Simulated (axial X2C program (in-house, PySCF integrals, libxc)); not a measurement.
Density and ELF of TmH

Computed with an in-house all-electron X2C program for linear molecules (integrals from PySCF). Two-component (2c) means X2C with spin–orbit coupling and atomic mean-field two-electron Coulomb and Gaunt terms. Basis: Tm dyall-cv3z [13s14p10d7f3g], H dyall-v3z [6s2p1d] (cores contracted in-house); Gaussian nuclei, density fitting, unrestricted open shells. Masses: Tm 168.934 u, H 1.008 u.

PBE0, with spin–orbit coupling, state Ω = 3 (⟨Sz⟩ = 0.93, ⟨Lz⟩ = 2.07 at PBE0); Tm at z = 0, H at z = 2.037 Å.

The maps cover the half plane through the axis: z from -2.4 to 4.2 Å along the bond, ρ from 0.15 to 2.25 Å away from it (steps of 0.3 Å, the bottom row nearest the axis).

log10 of the density in e/bohr³:

digits 0 to 9 span -4.82 to 1.77 evenly
```
22222333322222221111000
22233333333322222211100
22333333333333333222110
22333344444333333322211
23334445554444444332211
23334556665544544433221
33344567776555555443221
33345678987655665443321
```

Electron localisation function (collinear form, no current term, damped to 0 at low density):

digits 0 to 9 span 0.00 to 1.00 evenly
```
25788877642000000000000
57888754321000123200000
68875321110002578751000
78752111110004899996100
77520013331017999999500
76310245554118999999820
75211453335229999999940
64112546364329999999950
```

Axial spin density in 10⁻³ e/bohr³:

digits 0 to 9 span -3.36 to 3.36 evenly, values beyond are clipped
```
55566677665554444455555
55667788766554444555555
56678999976544445555555
66778999986544455555555
66778999876444566555555
66776699198445898655555
66665699099348999965555
66654999090059999975555
```

The state is one determinant whose occupation by symmetry is held fixed; it was picked as the lowest of a PBE0 search that is not exhaustive. Density functionals use the spin component along the axis (collinear). Without a current term, density functionals place determinants with orbital angular momentum somewhat too high. With several unpaired electrons one determinant need not be a pure state. A state of lower Ω lies just above, and one determinant can place such states too high, so the state shown need not be the lowest. The search has Ω = 2 only 0.03 eV up. The lowest spin-free determinant has another configuration (M_S = 1, Λ = 0), so the order of states is uncertain and this need not be the ground state.
